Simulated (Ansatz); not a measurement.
A search over several starts for the lowest SCF solution of Rb₃Br₃⁺ at the given spin, in a small basis.

```yaml
crystal:
  periodic: [false, false, false]
  atoms:
    - {symbol: Rb, position_ang: [-1.384385, -2.618385, 3.150788]}
    - {symbol: Rb, position_ang: [-1.582364, 0.499577, -2.767049]}
    - {symbol: Rb, position_ang: [2.789109, 1.732202, 0.178781]}
    - {symbol: Br, position_ang: [0.736741, -0.467939, 1.794685]}
    - {symbol: Br, position_ang: [-1.700195, -1.256025, 0.147869]}
    - {symbol: Br, position_ang: [1.141105, 2.110561, -2.505074]}
basis:
  gaussian: {orbitals: def2-SVP, initial_orbitals: start.molden}
total_charge: 1
magnetization: {spin_polarized: true, initial_magnetization: 1}
hamiltonian: {xc: pbe, dispersion: d4}
output: {orbitals: {seedname: orbitals}}
```

The file start.molden holds the orbitals of an earlier run on this structure, at another level or in another basis.

```sh
$ ansatz run in.yaml --threads 4 --pin off --events-out ev --progress --plain --max-ram 4787MiB
```

It prints (some lines left out):

```
Functional definition: PBE
1845 factors; their error is unknown
mean field evaluation 1: about -212051.7461 eV, gradient 5.6e-2 eV
mean field evaluation 2: about -212051.5927 eV, gradient 1.8e-4 eV
mean field evaluation 4: about -212051.5927 eV, gradient 2.1e-5 eV
mean field evaluation 8: about -212051.5927 eV, gradient 6.1e-3 eV
mean field evaluation 16: about -211975.8133 eV, gradient 7.4e1 eV
mean field evaluation 32: about -212051.5927 eV, gradient 1.1e-1 eV
mean field evaluation 64: about -212050.6342 eV, gradient 7.4e0 eV
mean field -212051.59330693 eV, -7792.7523202972 hartree, gradient 3.0e-6 eV, S^2 0.750898; 11 other end points of the search recorded, 0 dependent functions left out
reference -212051.59340544 eV, -7792.7523239177 hartree; 66, 65 occupied and 102, 103 virtual orbitals, 1845 factors
Total energy: -212051.79089258 eV, -7792.7595814360 hartree
```

Hardware: 4 threads of Arm Neoverse V2 on a shared host. Wall time 39 s, peak host memory 0.66 GiB.

In the def2 sets Rb takes a core potential; there is no spin–orbit coupling. An occupied level of the charge 1 doublet lies above an empty one (by up to 0.00 eV), so this SCF solution is probably not the lowest. The gap within one spin of the charge 1 doublet nearly closes, so an electron or hole may be smeared out by delocalisation error. The geometry of the doublet was relaxed on an unsound state (an occupied level 0.00 eV above an empty one). The structure comes from a short search, and lower isomers may exist.
